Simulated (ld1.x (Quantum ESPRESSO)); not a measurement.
**Reading a pseudo-wave (nitrogen (N))**

Columns: radius, all-electron u(r) and pseudo u(r) of the 2s shell (level -40.26 eV) of nitrogen in the configuration [He] 2s2 2p1.5; LDA (PZ), scalar-relativistic, ultrasoft scheme, ld1.x (Quantum ESPRESSO) 7.5.

```csv
r (bohr),all-electron,pseudo
0.060,0.3431,-0.0486
0.120,0.4237,-0.0998
0.180,0.3602,-0.1560
0.240,0.2231,-0.2188
0.300,0.0547,-0.2887
0.360,-0.1199,-0.3654
0.420,-0.2861,-0.4473
0.480,-0.4361,-0.5320
0.540,-0.5660,-0.6164
0.600,-0.6747,-0.6968
0.660,-0.7623,-0.7696
0.720,-0.8303,-0.8316
0.780,-0.8803,-0.8803
0.840,-0.9142,-0.9142
0.900,-0.9341,-0.9341
0.960,-0.9420,-0.9420
1.020,-0.9398,-0.9398
1.080,-0.9291,-0.9291
1.140,-0.9116,-0.9116
1.200,-0.8886,-0.8886
1.260,-0.8612,-0.8612
1.320,-0.8306,-0.8306
1.380,-0.7976,-0.7976
1.440,-0.7630,-0.7630
1.500,-0.7274,-0.7274
1.560,-0.6913,-0.6913
```

(1) How many radial nodes do the two functions have?

(2) At about which radius was the pseudo-wave matched?

(3) Is the pseudo-wave norm-conserving?

Results:

(1) The all-electron 2s function has n − l − 1 = 1; the pseudo-wave has 0, since the states of the same l below it are removed with the core.

(2) 0.80 bohr, where the columns begin to agree (steps of 0.06 bohr).

(3) No, it belongs to an ultrasoft set: the norm inside the radius is not constrained, and the difference is carried by the augmentation charge.
